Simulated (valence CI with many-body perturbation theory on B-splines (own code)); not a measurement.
# Lu XLI: electric-dipole lines

Computed by valence CI with perturbative core correlation (CI+MBPT): three valence electrons over a frozen Dirac-Fock core [Ar] 3d10, radial functions for each j: 11 s, 11 p, 9 d, 7 f, 5 g, 2 h, 1 i, with the one-electron correlation potential Σ1 (screened to all orders), the two-electron term Σ2, the three-electron term Σ3, Breit, model QED; selected single and double excitations, second order for the rest (own B-spline code, finite nucleus).

The last digits are not significant, and no measured levels were compared; by estimate large intervals hold to a few tenths of a per cent, small ones and those within an open d or f shell to about a per cent.

Lines 151 to 200 of 278 in falling wavelength, among levels below 37.997 Ry, chosen from the strongest by gf and those to the six lowest levels. Wavelengths and rates use the calculated energies. Electric multipoles are in the length gauge, E1 and E2 with the static RPA response of the core. Weak lines are less certain than strong ones. Lines between different terms over intervals too small for the method are left out, as are lines whose strength nearly cancels. The highest levels of a list are the least certain.

Levels are named by their leading jj configuration (3d3/2^4 stands for four electrons in 3d with j = 3/2), which in mixed levels can hold well under half, so a name can repeat and another be missing. Letters in brackets count levels of one name in rising energy.

```
λ vac (nm)                          Upper                       Lower   A (s⁻¹)  S (a.u.)
     7.018  (4p1/2 4p3/2 4d3/2) J=3/2 [a]  (4s 4p1/2 4d3/2) J=3/2 [a]  1.68e+11  1.15e-01
     7.012                (4p3/2^3) J=3/2          (4s 4p3/2^2) J=3/2  9.30e+11  6.33e-01
     7.005  (4p1/2 4p3/2 4d5/2) J=5/2 [b]  (4s 4p1/2 4d5/2) J=5/2 [a]  3.11e+10  3.16e-02
     7.001  (4p1/2 4p3/2 4d5/2) J=5/2 [a]  (4s 4p1/2 4d3/2) J=3/2 [b]  2.72e+11  2.76e-01
     6.991         (4s 4p1/2 4p3/2) J=1/2          (4s^2 4p1/2) J=1/2  5.17e+11  1.74e-01
     6.991             (4s 4p3/2^2) J=1/2          (4s^2 4p3/2) J=3/2  3.65e+11  1.23e-01
     6.986  (4p1/2 4p3/2 4d3/2) J=1/2 [a]  (4s 4p1/2 4d3/2) J=3/2 [a]  3.38e+11  1.14e-01
     6.967     (4s 4p3/2 4d5/2) J=5/2 [b]          (4s^2 4d5/2) J=5/2  3.45e+11  3.45e-01
     6.944     (4s 4p3/2 4d3/2) J=1/2 [b]          (4s^2 4d3/2) J=3/2  5.62e+11  1.86e-01
     6.902     (4s 4p1/2 4f5/2) J=5/2 [b]      (4s 4p1/2 4d3/2) J=5/2  3.38e+10  3.29e-02
     6.867                (4p3/2^3) J=3/2          (4s 4p3/2^2) J=1/2  2.53e+11  1.62e-01
     6.855  (4p1/2 4p3/2 4d5/2) J=3/2 [b]  (4s 4p1/2 4d5/2) J=5/2 [b]  9.64e+10  6.13e-02
     6.846             (4s 4p3/2^2) J=3/2          (4s^2 4p3/2) J=3/2  7.82e+11  4.95e-01
     6.832  (4p1/2 4p3/2 4d5/2) J=5/2 [b]  (4s 4p1/2 4d3/2) J=3/2 [b]  3.05e+10  2.88e-02
     6.820     (4s 4p1/2 4f5/2) J=5/2 [a]  (4s 4p1/2 4d3/2) J=3/2 [a]  3.12e+11  2.93e-01
     6.795          (4p1/2 4p3/2^2) J=5/2      (4s 4p1/2 4p3/2) J=5/2  9.65e+10  8.97e-02
     6.785         (4s 4p1/2 4f5/2) J=7/2      (4s 4p1/2 4d3/2) J=5/2  3.12e+11  3.85e-01
     6.708          (4p1/2 4p3/2^2) J=3/2      (4s 4p1/2 4p3/2) J=5/2  1.13e+10  6.74e-03
     6.694  (4p1/2 4p3/2 4d5/2) J=7/2 [c]      (4s 4p1/2 4d5/2) J=7/2  5.99e+10  7.10e-02
     6.673     (4s 4p1/2 4f5/2) J=5/2 [b]  (4s 4p1/2 4d3/2) J=3/2 [a]  1.11e+11  9.75e-02
     6.667                (4p3/2^3) J=3/2          (4s^2 4d5/2) J=5/2  5.66e+10  3.31e-02
     6.646     (4s 4p3/2 4d3/2) J=5/2 [b]          (4s^2 4d3/2) J=3/2  1.01e+12  8.76e-01
     6.634  (4p1/2 4p3/2 4d5/2) J=7/2 [a]      (4s 4p1/2 4d3/2) J=5/2  1.95e+11  2.25e-01
     6.561  (4p1/2 4p3/2 4d5/2) J=3/2 [b]  (4s 4p1/2 4d5/2) J=5/2 [a]  3.72e+10  2.07e-02
     6.542         (4s 4p1/2 4f5/2) J=3/2  (4s 4p1/2 4d3/2) J=3/2 [a]  1.11e+11  6.15e-02
     6.518  (4p1/2 4p3/2 4d5/2) J=5/2 [a]      (4s 4p1/2 4d3/2) J=5/2  9.35e+10  7.67e-02
     6.517          (4p1/2 4p3/2^2) J=5/2  (4s 4p1/2 4p3/2) J=3/2 [a]  1.00e+09  8.19e-04
     6.517     (4s 4p3/2 4d5/2) J=3/2 [b]          (4s 4p3/2^2) J=5/2  1.07e+11  5.85e-02
     6.437          (4p1/2 4p3/2^2) J=3/2  (4s 4p1/2 4p3/2) J=3/2 [a]  1.36e+11  7.17e-02
     6.429          (4p1/2 4p3/2^2) J=1/2  (4s 4p1/2 4p3/2) J=3/2 [a]  1.22e+10  3.19e-03
     6.397  (4p1/2 4p3/2 4d5/2) J=5/2 [c]  (4s 4p1/2 4d5/2) J=5/2 [a]  7.91e+10  6.13e-02
     6.371     (4s 4p3/2 4d5/2) J=5/2 [b]          (4s 4p3/2^2) J=5/2  7.55e+10  5.78e-02
     5.972  (4p1/2 4p3/2 4d5/2) J=7/2 [c]      (4s 4p1/2 4d3/2) J=5/2  3.22e+10  2.71e-02
     5.914     (4s 4p1/2 4d3/2) J=3/2 [a]          (4s 4p1/2^2) J=1/2  2.02e+10  8.27e-03
     5.892     (4s 4p3/2 4d3/2) J=5/2 [a]  (4s 4p1/2 4p3/2) J=3/2 [b]  1.28e+05  7.78e-08
     5.884     (4s 4p3/2 4d3/2) J=3/2 [a]  (4s 4p1/2 4p3/2) J=3/2 [b]  1.00e+07  4.02e-06
     5.882     (4s 4p3/2 4d3/2) J=1/2 [a]  (4s 4p1/2 4p3/2) J=3/2 [b]  1.61e+10  3.24e-03
     5.878  (4p1/2 4p3/2 4d3/2) J=3/2 [a]       (4p1/2^2 4p3/2) J=3/2  5.09e+10  2.04e-02
     5.739     (4s 4p1/2 4f5/2) J=5/2 [a]       (4p1/2^2 4p3/2) J=3/2  1.26e+11  7.03e-02
     5.685             (4s^2 4f5/2) J=5/2  (4s 4p1/2 4p3/2) J=3/2 [b]  3.53e+11  1.92e-01
     5.634     (4s 4p1/2 4f5/2) J=5/2 [b]       (4p1/2^2 4p3/2) J=3/2  2.96e+11  1.57e-01
     5.628     (4s 4p3/2 4d3/2) J=3/2 [b]      (4s 4p1/2 4p3/2) J=1/2  3.22e+11  1.13e-01
     5.595     (4s 4p3/2 4d3/2) J=5/2 [a]      (4s 4p1/2 4p3/2) J=5/2  4.71e+11  2.44e-01
     5.588     (4s 4p3/2 4d3/2) J=3/2 [a]      (4s 4p1/2 4p3/2) J=5/2  1.39e+11  4.79e-02
     5.561     (4s 4p3/2 4d3/2) J=3/2 [b]  (4s 4p1/2 4p3/2) J=3/2 [b]  2.85e+11  9.68e-02
     5.547         (4s 4p3/2 4d3/2) J=7/2      (4s 4p1/2 4p3/2) J=5/2  6.56e+11  4.42e-01
     5.540         (4s 4p1/2 4f5/2) J=3/2       (4p1/2^2 4p3/2) J=3/2  1.57e+11  5.26e-02
     5.470  (4p1/2 4p3/2 4d3/2) J=3/2 [b]       (4p1/2^2 4p3/2) J=3/2  7.52e+11  2.43e-01
     5.468     (4s 4p3/2 4d5/2) J=3/2 [a]      (4s 4p1/2 4p3/2) J=1/2  1.31e+11  4.24e-02
     5.432     (4s 4p3/2 4d5/2) J=5/2 [a]  (4s 4p1/2 4p3/2) J=3/2 [b]  2.79e+09  1.33e-03
```
